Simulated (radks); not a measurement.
Tm II, configuration [Xe] 4f13 6s1.

All-electron calculation, scalar-relativistic Kohn-Sham, PBE, spin-polarised, spherical densities, finite nucleus; open shells are filled with parallel spins first (spin-orbit coupling, left out, can overturn this in heavy ions); Fermi nuclear charge, rms radius 5.2256 fm. Program: a radial shooting solver on a logarithmic mesh with Libxc functionals.

Energy parts (eV):
| part | energy |
|---|---|
| total | -369143.78 |
| kinetic | 401145.09 |
| electron-nucleus | -906789.84 |
| Hartree | 144255.89 |
| exchange-correlation | -7754.92 |

Orbitals (lengths in bohr, moments of r in powers of bohr; <r^-3> diverges for s and p1/2):
| orbital | occ. | eigenvalue (eV) | <r^2> | <r> | <r^-3> | <1/r> |
|---|---|---|---|---|---|---|
| 1s up | 1 | -59282.03 | 0.0005486 | 0.02001 | - | 79.07 |
| 1s down | 1 | -59282.02 | 0.0005486 | 0.02001 | - | 79.07 |
| 2s up | 1 | -10007.73 | 0.008516 | 0.08488 | - | 18.42 |
| 2s down | 1 | -10007.71 | 0.008516 | 0.08488 | - | 18.42 |
| 2p up | 3 | -8838.149 | 0.006945 | 0.07541 | 15130 | 16.97 |
| 2p down | 3 | -8838.135 | 0.006945 | 0.07541 | 15130 | 16.97 |
| 3s up | 1 | -2254.489 | 0.05581 | 0.2210 | - | 6.800 |
| 3s down | 1 | -2254.053 | 0.05580 | 0.2210 | - | 6.801 |
| 3p up | 3 | -1900.202 | 0.05626 | 0.2203 | 3280 | 6.342 |
| 3p down | 3 | -1899.766 | 0.05624 | 0.2203 | 3281 | 6.343 |
| 3d up | 5 | -1462.461 | 0.04687 | 0.1999 | 433.2 | 6.009 |
| 3d down | 5 | -1462.128 | 0.04685 | 0.1998 | 433.3 | 6.010 |
| 4s up | 1 | -449.7706 | 0.2799 | 0.4979 | - | 2.872 |
| 4s down | 1 | -448.8692 | 0.2799 | 0.4979 | - | 2.872 |
| 4p up | 3 | -333.3372 | 0.3178 | 0.5284 | 741.8 | 2.625 |
| 4p down | 3 | -332.4495 | 0.3179 | 0.5285 | 741.5 | 2.624 |
| 4d up | 5 | -178.6375 | 0.3795 | 0.5716 | 82.36 | 2.318 |
| 4d down | 5 | -177.7611 | 0.3797 | 0.5718 | 82.30 | 2.318 |
| 4f up | 7 | -10.0994 | 0.8978 | 0.8039 | 11.45 | 1.691 |
| 4f down | 6 | -9.3004 | 0.9059 | 0.8075 | 11.39 | 1.686 |
| 5s up | 1 | -60.2892 | 1.705 | 1.230 | - | 1.078 |
| 5s down | 1 | -59.8003 | 1.708 | 1.231 | - | 1.076 |
| 5p up | 3 | -33.7954 | 2.470 | 1.471 | 89.95 | 0.8870 |
| 5p down | 3 | -33.3570 | 2.463 | 1.469 | 89.75 | 0.8869 |
| 6s up | 1 | -9.5232 | 14.30 | 3.563 | - | 0.3512 |
| 6s down | 0 | -8.5917 | 13.86 | 3.509 | - | 0.3572 |

The highest occupied level is 4f down at -9.300 eV. For comparison, the ionisation energy in NIST's Atomic Spectra Database is 12.07 eV (semi-empirical). In exact Kohn-Sham theory the highest level is minus the ionisation energy, but local and semilocal functionals leave it too shallow, through self-interaction and a potential that decays too fast; potentials with the right tail come closer.
